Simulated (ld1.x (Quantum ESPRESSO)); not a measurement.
# antimony RRKJ: all-electron and pseudo phase curves

```json
{
  "Element": "antimony (Sb)",
  "Generator": "ld1.x (Quantum ESPRESSO) 7.5",
  "Type": "norm-conserving RRKJ (Kleinman–Bylander form)",
  "Functional": "PBE",
  "Relativity": "scalar-relativistic",
  "Frozen core": "[Kr]",
  "Valence charge": "15",
  "Reference configuration": "4d10 5s2 5p3",
  "Partial waves": "5p (bound): rc 1.65 bohr; 4d (bound): rc 1.65 bohr; 5s (bound): rc 2.00 bohr",
  "Local potential": "the s channel",
  "Core correction": "Bessel-smoothed model core, default radius (core density twice the valence density)",
  "rho0": "0.001"
}
```

The phase is arctan(r·u′/u) with u = r·R(r), unwrapped; energies in Ry, scanned from -4 to 5 Ry. A pole is an energy at which the radial function vanishes at the test radius. The pseudo phase is shifted by a multiple of π to meet the all-electron one at the reference energy, and phase errors are pseudo minus all-electron; the curves can meet again beyond the range given. Levels narrower than the energy grid can be missing from the lists of poles.

Q: For each channel, where are the poles, and over which energies does the pseudopotential scatter like the atom?

A:

```tsv
channel	radius (bohr)	reference energy (Ry)	poles, all-electron	poles, pseudo	unbroken range about the reference energy with phases within 0.05 rad	phase error 1 Ry above the reference energy (rad)
s	2.20	-0.94	1.75	1.61	below 3.7	-0.004
p	2.20	-0.35	3.43	3.15	the whole range	-0.009
d	2.20	-2.46	-2.29	-2.29	below 0.1	+0.011
```

Note: ghost state, extra bound levels that the all-electron valence spectrum of the same l lacks: p at -257.9 eV. A true bound ghost makes a file unfit for plane-wave use.

Phases in the p channel:

```json
{"E (Ry)": "-4.00", "all-electron": "1.307", "pseudo": "1.302"}
{"E (Ry)": "-3.76", "all-electron": "1.296", "pseudo": "1.291"}
{"E (Ry)": "-3.52", "all-electron": "1.283", "pseudo": "1.278"}
{"E (Ry)": "-3.28", "all-electron": "1.269", "pseudo": "1.264"}
{"E (Ry)": "-3.04", "all-electron": "1.252", "pseudo": "1.247"}
{"E (Ry)": "-2.80", "all-electron": "1.233", "pseudo": "1.228"}
{"E (Ry)": "-2.56", "all-electron": "1.210", "pseudo": "1.206"}
{"E (Ry)": "-2.32", "all-electron": "1.183", "pseudo": "1.179"}
{"E (Ry)": "-2.08", "all-electron": "1.151", "pseudo": "1.147"}
{"E (Ry)": "-1.84", "all-electron": "1.111", "pseudo": "1.107"}
{"E (Ry)": "-1.60", "all-electron": "1.060", "pseudo": "1.056"}
{"E (Ry)": "-1.36", "all-electron": "0.993", "pseudo": "0.989"}
{"E (Ry)": "-1.12", "all-electron": "0.902", "pseudo": "0.899"}
{"E (Ry)": "-0.88", "all-electron": "0.774", "pseudo": "0.772"}
{"E (Ry)": "-0.64", "all-electron": "0.589", "pseudo": "0.588"}
{"E (Ry)": "-0.40", "all-electron": "0.320", "pseudo": "0.320"}
{"E (Ry)": "-0.16", "all-electron": "-0.037", "pseudo": "-0.038"}
{"E (Ry)": "0.08", "all-electron": "-0.419", "pseudo": "-0.422"}
{"E (Ry)": "0.32", "all-electron": "-0.733", "pseudo": "-0.740"}
{"E (Ry)": "0.56", "all-electron": "-0.956", "pseudo": "-0.964"}
{"E (Ry)": "0.80", "all-electron": "-1.108", "pseudo": "-1.118"}
{"E (Ry)": "1.04", "all-electron": "-1.215", "pseudo": "-1.226"}
{"E (Ry)": "1.28", "all-electron": "-1.293", "pseudo": "-1.305"}
{"E (Ry)": "1.52", "all-electron": "-1.352", "pseudo": "-1.365"}
{"E (Ry)": "1.76", "all-electron": "-1.399", "pseudo": "-1.412"}
{"E (Ry)": "2.00", "all-electron": "-1.436", "pseudo": "-1.450"}
{"E (Ry)": "2.24", "all-electron": "-1.467", "pseudo": "-1.482"}
{"E (Ry)": "2.48", "all-electron": "-1.494", "pseudo": "-1.509"}
{"E (Ry)": "2.72", "all-electron": "-1.516", "pseudo": "-1.533"}
{"E (Ry)": "2.96", "all-electron": "-1.537", "pseudo": "-1.555"}
{"E (Ry)": "3.20", "all-electron": "-1.555", "pseudo": "-1.575"}
{"E (Ry)": "3.44", "all-electron": "-1.571", "pseudo": "-1.593"}
{"E (Ry)": "3.68", "all-electron": "-1.587", "pseudo": "-1.610"}
{"E (Ry)": "3.92", "all-electron": "-1.601", "pseudo": "-1.627"}
{"E (Ry)": "4.16", "all-electron": "-1.615", "pseudo": "-1.644"}
{"E (Ry)": "4.40", "all-electron": "-1.629", "pseudo": "-1.660"}
{"E (Ry)": "4.64", "all-electron": "-1.642", "pseudo": "-1.677"}
{"E (Ry)": "4.88", "all-electron": "-1.655", "pseudo": "-1.695"}
```
